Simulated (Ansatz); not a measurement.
Species: GeI$_{2}$, charge 0, multiplicity 3. This is an excited triplet: at this geometry the singlet lies 1.79 eV lower at RI-MP2/CBS(def2-TZVPPD,def2-QZVPPD)+[CCSD(T)-MP2]/def2-TZVPPD. SMILES: [I][Ge][I]
Geometry: optimised at B3LYP-D3(BJ)/def2-TZVP (Ansatz, a quantum-chemistry and plane-wave program).

Quantity: vertical singlet-triplet gap (E(singlet) - E(triplet); the singlet is one closed-shell determinant, which may describe it poorly; each state is the SCF solution reached for its spin; for the singlet the Hartree-Fock reference is unstable and T1 is 0.018), in eV. Valence correlation only, unless marked. UHF or UKS for open shells. Spin-orbit coupling is left out. The frozen core is the preceding noble-gas configuration, with the filled d and f shells of earlier blocks. Past Kr the def2 sets carry scalar-relativistic core potentials. Basis-set limits of correlation are two-point, X^-3; Hartree-Fock from the larger set. The bracket is a focal-point correction in the basis named.

```csv
level,program,vertical singlet-triplet gap (eV)
HF/def2-SVPD,Ansatz,-1.14
CAM-B3LYP/def2-TZVPD,Ansatz,-1.80
B2PLYP/def2-TZVPD,Ansatz,-1.84
SCS-MP2/def2-SVPD,Ansatz,-1.76
SCS-MP2/def2-TZVPPD,Ansatz,-1.81
CCSD(T)/def2-SVPD,Ansatz,-1.71
"RI-MP2/CBS(def2-TZVPPD,def2-QZVPPD)+[CCSD(T)-MP2]/def2-TZVPPD",Ansatz,-1.79
```
